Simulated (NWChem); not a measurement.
# Correlation energy of Mg (+1)

```xyz
1

Mg     0.0000     0.0000     0.0000
```
Charge +1, spin multiplicity 2.

Everything below was run with NWChem.

Basis set: cc-pVDZ. Each correlation energy counts from its own Hartree-Fock reference.

```json
[
 {"method": "UMP2", "correlation energy (mHa)": "0.0"},
 {"method": "SCS-UMP2", "correlation energy (mHa)": "0.0"},
 {"method": "CCSD on UHF", "correlation energy (mHa)": "0.0"},
 {"method": "CCSD[T] on UHF", "correlation energy (mHa)": "0.0"},
 {"method": "CCSD(T) on UHF", "correlation energy (mHa)": "0.0"},
 {"method": "CCSDT on ROHF", "correlation energy (mHa)": "0.0"},
 {"method": "CCSD on ROHF", "correlation energy (mHa)": "0.0"},
 {"method": "CCSD[T] on ROHF", "correlation energy (mHa)": "0.0"},
 {"method": "CCSD(T) on ROHF", "correlation energy (mHa)": "0.0"}
]
```

The values span 0.0 mHa, from CCSD on UHF (lowest) to CCSD on ROHF (highest). 

The correlated methods keep 5 core orbitals frozen. The stability of the SCF solutions was not checked. Open-shell Hartree-Fock references start from PBE0 orbitals. Coupled-cluster values serve here as a point of comparison, not as the truth.
